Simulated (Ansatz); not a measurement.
**Molecular dynamics of CH$_{2}$GaN**

Input file:

```yaml
crystal:
  periodic: [false, false, false]
  atoms:
    - { symbol: "N", position_ang: [1.705659, -1.07146, 1.27448] }
    - { symbol: C, position_ang: [0.892718, -0.564004, 0.659315] }
    - { symbol: Ga, position_ang: [-0.519133, 0.315227, -0.408619] }
    - { symbol: H, position_ang: [-1.756407, -0.557809, -0.773558] }
    - { symbol: H, position_ang: [-0.272837, 1.804445, -0.793017] }
basis:
  gaussian: { orbitals: def2-SVP }
hamiltonian:
  xc: hf
md:
  timestep: 0.5
  n_steps: 150
  ensemble: nvt_langevin
  temperature: 300.0
  initial_velocities: maxwell_boltzmann
  seed: 928852
  friction: 0.05
scf:
  lower_state_search: "off"
```

Launched with:

```bash
$ ansatz run input.yaml --threads 1 --pin off --max-ram 2048MiB --backend cpu --events-out ev --progress --plain --runs-dir out
```

It starts from a relaxed structure.

Output, in part (one step line in 6, the closing report, with atoms numbered from 0):

```
md step     0: t =     0.00 fs  T =   240.0 K  F+E_penalty+E_count = -54868.87410126 eV  E_kin = 0.155112 eV  (25 SCF iters)
md step     6: t =     3.00 fs  T =   172.1 K  F+E_penalty+E_count = -54868.81111168 eV  E_kin = 0.111242 eV  (18 SCF iters)
md step    12: t =     6.00 fs  T =   149.7 K  F+E_penalty+E_count = -54868.80207798 eV  E_kin = 0.096752 eV  (18 SCF iters)
md step    18: t =     9.00 fs  T =   153.9 K  F+E_penalty+E_count = -54868.85764461 eV  E_kin = 0.099482 eV  (20 SCF iters)
md step    24: t =    12.00 fs  T =    52.9 K  F+E_penalty+E_count = -54868.81898234 eV  E_kin = 0.034221 eV  (17 SCF iters)
md step    30: t =    15.00 fs  T =    89.0 K  F+E_penalty+E_count = -54868.83316726 eV  E_kin = 0.057491 eV  (21 SCF iters)
md step    36: t =    18.00 fs  T =   169.0 K  F+E_penalty+E_count = -54868.83123745 eV  E_kin = 0.109221 eV  (21 SCF iters)
md step    42: t =    21.00 fs  T =   173.6 K  F+E_penalty+E_count = -54868.80451545 eV  E_kin = 0.112201 eV  (17 SCF iters)
md step    48: t =    24.00 fs  T =   174.7 K  F+E_penalty+E_count = -54868.80589995 eV  E_kin = 0.112890 eV  (21 SCF iters)
md step    54: t =    27.00 fs  T =   182.3 K  F+E_penalty+E_count = -54868.79372092 eV  E_kin = 0.117802 eV  (18 SCF iters)
md step    60: t =    30.00 fs  T =   256.4 K  F+E_penalty+E_count = -54868.76289990 eV  E_kin = 0.165742 eV  (20 SCF iters)
md step    66: t =    33.00 fs  T =   233.0 K  F+E_penalty+E_count = -54868.73426151 eV  E_kin = 0.150586 eV  (17 SCF iters)
md step    72: t =    36.00 fs  T =   272.8 K  F+E_penalty+E_count = -54868.71258666 eV  E_kin = 0.176301 eV  (18 SCF iters)
md step    78: t =    39.00 fs  T =   145.1 K  F+E_penalty+E_count = -54868.67864648 eV  E_kin = 0.093790 eV  (20 SCF iters)
md step    84: t =    42.00 fs  T =   217.8 K  F+E_penalty+E_count = -54868.70808657 eV  E_kin = 0.140742 eV  (18 SCF iters)
md step    90: t =    45.00 fs  T =   348.0 K  F+E_penalty+E_count = -54868.71799596 eV  E_kin = 0.224938 eV  (28 SCF iters)
md step    96: t =    48.00 fs  T =   309.4 K  F+E_penalty+E_count = -54868.73423556 eV  E_kin = 0.199994 eV  (20 SCF iters)
md step   102: t =    51.00 fs  T =   422.8 K  F+E_penalty+E_count = -54868.77420338 eV  E_kin = 0.273268 eV  (21 SCF iters)
md step   108: t =    54.00 fs  T =   330.2 K  F+E_penalty+E_count = -54868.77043978 eV  E_kin = 0.213388 eV  (18 SCF iters)
md step   114: t =    57.00 fs  T =   272.6 K  F+E_penalty+E_count = -54868.75104167 eV  E_kin = 0.176205 eV  (17 SCF iters)
md step   120: t =    60.00 fs  T =   291.8 K  F+E_penalty+E_count = -54868.79120949 eV  E_kin = 0.188565 eV  (28 SCF iters)
md step   126: t =    63.00 fs  T =   165.4 K  F+E_penalty+E_count = -54868.75712478 eV  E_kin = 0.106888 eV  (20 SCF iters)
md step   132: t =    66.00 fs  T =   244.3 K  F+E_penalty+E_count = -54868.78021005 eV  E_kin = 0.157899 eV  (21 SCF iters)
md step   138: t =    69.00 fs  T =   283.4 K  F+E_penalty+E_count = -54868.73013724 eV  E_kin = 0.183136 eV  (20 SCF iters)
md step   144: t =    72.00 fs  T =   257.8 K  F+E_penalty+E_count = -54868.69171659 eV  E_kin = 0.166637 eV  (21 SCF iters)
md step   150: t =    75.00 fs  T =   282.6 K  F+E_penalty+E_count = -54868.72220665 eV  E_kin = 0.182662 eV  (18 SCF iters)
Total energy: -54868.72220665 eV, -2016.3883497388 hartree
Atom 0 at     1.701491    -1.084683     1.217134 Å, force    -0.187632     0.042265    -0.226952 eV/Å
Atom 1 at     0.931805    -0.576591     0.546303 Å, force     0.739365    -0.089055     0.727384 eV/Å
Atom 2 at    -0.405597     0.366055    -0.481359 Å, force    -1.677704    -1.125464    -0.842940 eV/Å
Atom 3 at    -1.818494    -0.481945    -0.620225 Å, force     0.916756     0.740118     0.273070 eV/Å
Atom 4 at    -0.106942     1.587122    -1.362293 Å, force     0.209215     0.432137     0.069438 eV/Å
Dipole moment:    -0.454380     0.468851    -0.337903 e Å
```

The run went to its last step. A run of 0.075 ps of so small a system gives no equilibrium averages.

The same pairs are bonded in the first frame and the last. Pairs count as bonded within 1.25 times the sum of covalent radii (0.12 Å more for H–H).

Last frame:

```xyz
5
Properties=species:S:1:pos:R:3
N 1.702 -1.085 1.217
C 0.932 -0.577 0.546
Ga -0.406 0.366 -0.481
H -1.819 -0.482 -0.620
H -0.107 1.587 -1.362
```

Run time: 95 s on 1 CPU thread of a shared host.
